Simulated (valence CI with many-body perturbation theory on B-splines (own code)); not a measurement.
# E1 transitions of Sn³⁷⁺

Computed by configuration interaction combined with many-body perturbation theory (CI+MBPT): three valence electrons over a frozen Dirac-Fock core [Ne], a basis of 11 s, 11 p, 10 d, 8 f, 5 g, 2 h functions for each j, with the one-electron correlation potential Σ1 (screened to all orders), the two-electron term Σ2, the three-electron term Σ3, Breit, model QED; selected single and double excitations, second order for the rest, scaled by the run's own slope (own B-spline code, finite nucleus).

The last digits are not significant, and no measured levels were compared; by estimate large intervals hold to a few tenths of a per cent, small ones and those within an open d or f shell to about a per cent.

Lines 101 to 150 of 573 in falling wavelength, among levels below 9959.9 × 10³ cm⁻¹, chosen from the strongest by gf and those to the six lowest levels. Wavelengths and rates use the calculated energies. Electric multipoles are in the length gauge, E1 and E2 with the static RPA response of the core. Weak lines are less certain than strong ones. Lines between different terms over intervals too small for the method are left out, as are lines whose strength nearly cancels. The highest levels of a list are the least certain.

Levels are named by their leading jj configuration (3d3/2^4 stands for four electrons in 3d with j = 3/2), which in mixed levels can hold well under half, so a name can repeat and another be missing. Letters in brackets count levels of one name in rising energy.

| λ vac (nm) | Upper | Lower | A (s⁻¹) | S (a.u.) |
| --- | --- | --- | --- | --- |
| 9.091 | (3p3/2 3d5/2^2) J=5/2 [a] | (3s 3d5/2^2) J=3/2 | 1.29e+10 | 2.88e-02 |
| 9.080 | (3d3/2 3d5/2^2) J=5/2 [b] | (3p3/2 3d3/2 3d5/2) J=5/2 [c] | 6.27e+10 | 1.39e-01 |
| 9.062 | (3d5/2^3) J=9/2 | (3p3/2 3d3/2 3d5/2) J=9/2 [b] | 1.15e+10 | 4.23e-02 |
| 9.057 | (3s 3p1/2 3d5/2) J=5/2 [b] | (3s 3p1/2 3p3/2) J=3/2 [b] | 2.12e+09 | 4.66e-03 |
| 9.032 | (3p3/2 3d3/2 3d5/2) J=7/2 [d] | (3p3/2^2 3d3/2) J=5/2 | 6.95e+10 | 2.02e-01 |
| 8.982 | (3d3/2 3d5/2^2) J=7/2 [b] | (3p3/2 3d3/2 3d5/2) J=9/2 [b] | 1.82e+10 | 5.22e-02 |
| 8.959 | (3p1/2 3d5/2^2) J=9/2 | (3p1/2 3p3/2 3d5/2) J=7/2 [b] | 4.65e+10 | 1.65e-01 |
| 8.951 | (3p3/2^2 3d5/2) J=7/2 | (3s 3p3/2 3d5/2) J=5/2 [a] | 1.13e+10 | 3.20e-02 |
| 8.942 | (3p3/2 3d3/2 3d5/2) J=1/2 [b] | (3s 3d5/2^2) J=1/2 | 7.07e+10 | 4.99e-02 |
| 8.900 | (3s 3d3/2 3d5/2) J=7/2 [b] | (3s 3p3/2 3d5/2) J=7/2 [a] | 5.31e+10 | 1.48e-01 |
| 8.893 | (3p3/2 3d5/2^2) J=5/2 [a] | (3p3/2^2 3d5/2) J=3/2 [a] | 2.11e+10 | 4.39e-02 |
| 8.879 | (3p1/2 3d5/2^2) J=7/2 | (3p1/2 3p3/2 3d5/2) J=5/2 [b] | 1.75e+10 | 4.83e-02 |
| 8.851 | (3s^2 3d3/2) J=3/2 | (3s^2 3p3/2) J=3/2 | 1.53e+09 | 2.10e-03 |
| 8.836 | (3d3/2 3d5/2^2) J=7/2 [b] | (3p3/2 3d3/2 3d5/2) J=5/2 [c] | 3.09e+10 | 8.42e-02 |
| 8.836 | (3s 3p3/2 3d3/2) J=7/2 | (3s 3p3/2^2) J=5/2 | 1.31e+10 | 3.58e-02 |
| 8.822 | (3p3/2 3d3/2 3d5/2) J=5/2 [d] | (3p3/2^2 3d3/2) J=3/2 | 1.13e+11 | 2.30e-01 |
| 8.807 | (3d3/2 3d5/2^2) J=3/2 [b] | (3p3/2 3d3/2 3d5/2) J=1/2 [b] | 7.23e+10 | 9.75e-02 |
| 8.805 | (3s 3p1/2 3d5/2) J=5/2 [a] | (3s 3p1/2 3p3/2) J=5/2 | 5.88e+07 | 1.19e-04 |
| 8.801 | (3p1/2 3d3/2 3d5/2) J=7/2 [b] | (3p1/2 3p3/2 3d5/2) J=7/2 [b] | 1.46e+10 | 3.94e-02 |
| 8.788 | (3p3/2 3d3/2 3d5/2) J=7/2 [e] | (3p3/2^2 3d5/2) J=9/2 | 1.02e+10 | 2.74e-02 |
| 8.784 | (3p3/2 3d3/2 3d5/2) J=3/2 [d] | (3s 3d3/2 3d5/2) J=1/2 | 1.31e+11 | 1.75e-01 |
| 8.772 | (3d3/2 3d5/2^2) J=5/2 [b] | (3p3/2 3d3/2 3d5/2) J=3/2 [c] | 4.76e+10 | 9.52e-02 |
| 8.771 | (3p3/2 3d5/2^2) J=11/2 | (3s 3d3/2 3d5/2) J=9/2 | 9.67e+10 | 3.87e-01 |
| 8.767 | (3p1/2 3p3/2 3d5/2) J=7/2 [b] | (3p1/2 3p3/2^2) J=5/2 | 8.75e+10 | 2.33e-01 |
| 8.766 | (3p1/2 3d3/2 3d5/2) J=5/2 [b] | (3p1/2 3p3/2 3d5/2) J=3/2 [a] | 1.69e+10 | 3.37e-02 |
| 8.759 | (3d3/2 3d5/2^2) J=11/2 | (3p3/2 3d3/2 3d5/2) J=11/2 | 4.06e+10 | 1.62e-01 |
| 8.755 | (3s 3d5/2^2) J=3/2 | (3s 3p3/2 3d3/2) J=1/2 [b] | 4.71e+10 | 6.24e-02 |
| 8.753 | (3d3/2 3d5/2^2) J=7/2 [a] | (3p3/2 3d3/2 3d5/2) J=5/2 [b] | 3.96e+10 | 1.05e-01 |
| 8.747 | (3p3/2 3d3/2 3d5/2) J=3/2 [d] | (3p3/2^2 3d3/2) J=3/2 | 3.18e+10 | 4.20e-02 |
| 8.739 | (3p1/2 3p3/2 3d5/2) J=5/2 [c] | (3p1/2 3p3/2^2) J=3/2 [b] | 1.36e+11 | 2.68e-01 |
| 8.732 | (3d3/2 3d5/2^2) J=5/2 [a] | (3p3/2 3d3/2 3d5/2) J=3/2 [b] | 5.50e+10 | 1.09e-01 |
| 8.721 | (3d3/2 3d5/2^2) J=11/2 | (3p3/2 3d5/2^2) J=9/2 | 8.58e+09 | 3.37e-02 |
| 8.716 | (3p1/2 3d5/2^2) J=5/2 | (3p1/2 3p3/2 3d5/2) J=7/2 [b] | 1.93e+10 | 3.79e-02 |
| 8.706 | (3d5/2^3) J=9/2 | (3p3/2 3d3/2 3d5/2) J=7/2 [e] | 8.08e+09 | 2.63e-02 |
| 8.697 | (3p1/2 3p3/2 3d5/2) J=7/2 [a] | (3s 3p1/2 3d5/2) J=5/2 [b] | 1.79e+10 | 4.65e-02 |
| 8.692 | (3p3/2 3d3/2 3d5/2) J=7/2 [d] | (3s 3d5/2^2) J=5/2 | 4.12e+10 | 1.07e-01 |
| 8.680 | (3s 3p1/2 3d3/2) J=3/2 [b] | (3s 3p1/2 3p3/2) J=5/2 | 2.52e+08 | 3.25e-04 |
| 8.665 | (3d3/2^2 3d5/2) J=9/2 | (3p3/2 3d3/2 3d5/2) J=7/2 [b] | 4.77e+10 | 1.53e-01 |
| 8.663 | (3d3/2^2 3d5/2) J=7/2 | (3p3/2 3d3/2 3d5/2) J=7/2 [a] | 3.97e+10 | 1.02e-01 |
| 8.653 | (3d3/2^2 3d5/2) J=5/2 | (3p3/2 3d3/2^2) J=3/2 | 3.79e+10 | 7.27e-02 |
| 8.645 | (3d5/2^3) J=5/2 | (3p3/2 3d5/2^2) J=5/2 [b] | 7.74e+10 | 1.48e-01 |
| 8.642 | (3p3/2 3d3/2 3d5/2) J=7/2 [e] | (3p3/2^2 3d3/2) J=5/2 | 8.20e+10 | 2.09e-01 |
| 8.633 | (3d3/2 3d5/2^2) J=7/2 [b] | (3p3/2 3d3/2 3d5/2) J=7/2 [e] | 4.45e+10 | 1.13e-01 |
| 8.617 | (3p1/2 3d3/2 3d5/2) J=5/2 [a] | (3p1/2 3p3/2 3d3/2) J=3/2 [a] | 2.45e+10 | 4.65e-02 |
| 8.597 | (3p3/2 3d5/2^2) J=3/2 [b] | (3p3/2^2 3d5/2) J=3/2 [b] | 1.96e+11 | 2.46e-01 |
| 8.596 | (3p3/2^2 3d5/2) J=5/2 [a] | (3s 3p3/2 3d5/2) J=3/2 [b] | 8.92e+10 | 1.68e-01 |
| 8.591 | (3d3/2^2 3d5/2) J=7/2 | (3p3/2 3d3/2^2) J=5/2 | 6.96e+10 | 1.74e-01 |
| 8.584 | (3d3/2 3d5/2^2) J=3/2 [a] | (3p3/2 3d5/2^2) J=5/2 [a] | 2.23e+10 | 2.79e-02 |
| 8.579 | (3p3/2 3d3/2 3d5/2) J=7/2 [b] | (3s 3d3/2 3d5/2) J=9/2 | 1.60e+10 | 3.98e-02 |
| 8.577 | (3p3/2^2 3d5/2) J=5/2 [b] | (3p3/2^3) J=3/2 | 1.84e+11 | 3.44e-01 |
